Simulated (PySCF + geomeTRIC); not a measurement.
A geometry relaxed with TPSSh-D3(BJ)/def2-TZVP (PySCF + geomeTRIC), charge 0, multiplicity 2:

```xyz
3

Ga    -0.0145     0.7712     0.0000
Br    -1.9874    -0.4539     0.0000
Br     2.0296    -0.3320     0.0000
```

### Question
Write the SMILES of this molecule.

### Answer
`[Br][Ga][Br]`
